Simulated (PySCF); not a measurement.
## Trend along the halogens: MPd molecules

PBE with triple-zeta basis sets in PySCF, for the lowest determinant that a PBE0 search found; no spin–orbit coupling. De refers to high-spin ground-configuration atoms. A positive dipole means M(−)Pd(+).

| M | basis | state (unpaired electrons) | Re (Å) | ωe (cm⁻¹) | De (eV) | μ (D) |
| --- | --- | --- | --- | --- | --- | --- |
| F | def2-TZVPP | doublet (σ ↑) | 1.920 | 539 | 3.77 | 4.13 |
| Cl | x2c-TZVPPall | doublet (σ ↑) | 2.227 | 356 | 3.05 | 3.94 |
| Br | def2-TZVPP | doublet (σ ↑) | 2.357 | 255 | 2.89 | 3.85 |
| I | def2-TZVPP | doublet (σ ↑) | 2.521 | 210 | 2.56 | 3.43 |

The shortest bond is that of PdF (1.920 Å), the longest that of PdI (2.521 Å). PdF is bound most strongly (3.77 eV) and PdI least (2.56 eV).

The rows differ in basis set, which adds steps of its own.

Down a group the atoms grow and get heavier, so bonds lengthen and wavenumbers fall; this series shows no clear exception.

The metal atom is held in its measured ground configuration; semilocal functionals can put another filling of s and d lower by some tenths of an eV, and De to that atom would be smaller. These are scalar-relativistic numbers at best; spin–orbit coupling would shift them, the dissociation energy most. With d or f electrons several states lie close, and the lowest PBE0 determinant need not be the measured ground state.
